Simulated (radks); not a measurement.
Results of a calculation; reference values are marked as such.
Valence configurations of Ni IV (all share [Ar]). Level of theory: non-relativistic Kohn-Sham, r2SCAN, spin-unpolarised, spherical densities, point nucleus; meta-GGA in the generalised Kohn-Sham scheme (a radial shooting solver on a logarithmic mesh with Libxc functionals). Energies are relative to 3d7; eigenvalues in eV.

| valence | E (eV) | e(3d) | e(4p) | e(4s) |
|---|---|---|---|---|
| 3d7 | 0.000 | -47.466 | - | - |
| 3d5 4s2 | 40.766 | -64.621 | - | -38.776 |
| 3d6 4s1 | 17.833 | -55.770 | - | -35.563 |
| 3d6.5 4p0.5 | 12.300 | -52.173 | -26.155 | - |
| 3d5 4p2 | 58.698 | -66.933 | -30.804 | - |
| 3d6 4p1 | 26.094 | -56.982 | -27.784 | - |
| 3d4.5 4s2 4p0.5 | 59.166 | -69.825 | -31.164 | -40.527 |
| 3d5.5 4s1.5 | 28.593 | -60.124 | - | -37.237 |
| 3d2.5 4s2 4p2.5 | 152.53 | -91.663 | -36.575 | -46.996 |
| 3d6 4s0.5 4p0.5 | 21.992 | -56.380 | -27.495 | -35.730 |

NIST lists [Ar] 3d7 as the ground configuration; this level of theory agrees among the configurations tried. The energies are those of spherical spin-averaged densities, not of single terms.
